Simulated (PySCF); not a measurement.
These compounds are isomers of formula C5H4F4O2.

A. SMILES C1(OC(F)F)=C(F)[C@H](F)CO1
B. `C=C(OC(F)F)C(=O)C(F)F`
C. SMILES F[C@@H]1C=CO[C@@H]1OC(F)(F)F
D. `C1(=O)CO[C@@H]1[C@@H](F)C(F)(F)F`
E. SMILES F/C=C/O/C=C(\F)OC(F)F

Spectrum 1. $^{1}$H NMR (400 MHz, computed): δ 6.64 (m, 1H), 6.63 (m, 1H), 6.28 (br s, 1H), 5.36 (br s, 1H). $^{13}$C{$^{1}$H} NMR (computed): δ 189.4 (C), 158.7 (C), 122.3 (CH), 117.1 (CH), 111.0 (CH2).

Spectrum 2. $^{1}$H NMR (400 MHz, computed): δ 5.75 (m, 1H), 5.60 (m, 1H), 5.47 (m, 1H), 5.24 (m, 1H). $^{13}$C{$^{1}$H} NMR (computed): δ 204.3 (C), 131.5 (C), 104.2 (CH), 94.1 (CH), 94.0 (CH2).

Spectrum 3. $^{1}$H NMR (400 MHz, computed): δ 7.49 (m, 1H), 7.03 (m, 1H), 6.88 (m, 1H), 6.04 (m, 1H). $^{13}$C{$^{1}$H} NMR (computed): δ 158.0 (C), 151.9 (CH), 145.1 (CH), 124.6 (CH), 121.5 (CH).

Spectrum 4. $^{1}$H NMR (400 MHz, computed): δ 6.71 (m, 1H), 6.17 (m, 1H), 5.96 (m, 1H), 5.54 (m, 1H). $^{13}$C{$^{1}$H} NMR (computed): δ 158.0 (CH), 130.9 (C), 108.1 (CH), 100.0 (CH), 97.5 (CH).

Spectrum 5. $^{1}$H NMR (400 MHz, computed): δ 7.01 (m, 1H), 6.21 (m, 1H), 4.71 (m, 1H), 4.58 (m, 1H). $^{13}$C{$^{1}$H} NMR (computed): δ 154.3 (C), 131.4 (C), 121.0 (CH), 95.5 (CH), 75.6 (CH2).

[PySCF 2.14: structure optimised with GFN2-xTB; PBE0/pcSseg-1 with gauge-including orbitals; one averaged value for each set of equivalent atoms; one conformer; gas phase; no relativistic terms]

Chemical shifts δ = σref − σ; $^{1}$H (31.72 ppm), $^{13}$C (186.93 ppm) vs TMS, all at this level. Splittings of carbon signals by F and P are missing where no couplings were computed. Where no couplings were computed, multiplicities follow the n + 1 count of equivalent neighbours, and m marks all less simple cases (inequivalent or close neighbours, rings, F or P nearby). Shifts are as computed. Against solution values, carbons near 30 ppm lie about +3 ppm off and those near 130 ppm about +5 ppm. Of 1309 compounds with measured shifts, 239 miss one by over three times the rms of a fit or turn the order of signals round; such compounds aren't used in these exercises.

Task: Match each spectrum to its structure.

Result: 1–B, 2–D, 3–E, 4–C, 5–A.

- Spectrum 1 (B): 5 $^{13}$C signals; δC 189.4 is a ketone carbonyl carbon; δC 158.7 is an alkene carbon bearing oxygen.
- Spectrum 2 (D): 5 $^{13}$C signals; δC 204.3 is a ketone carbonyl carbon; δC 131.5 is a CF3 carbon.
- Spectrum 3 (E): 5 $^{13}$C signals; δC 158.0 is an alkene carbon bearing oxygen; δC 145.1 is an alkene carbon bearing oxygen.
- Spectrum 4 (C): 5 $^{13}$C signals; δC 158.0 is an alkene carbon bearing oxygen; δC 130.9 is a CF3 carbon.
- Spectrum 5 (A): 5 $^{13}$C signals; δC 154.3 is an alkene carbon bearing oxygen; δC 121.0 is an sp3 CH bonded to 2 F and O.
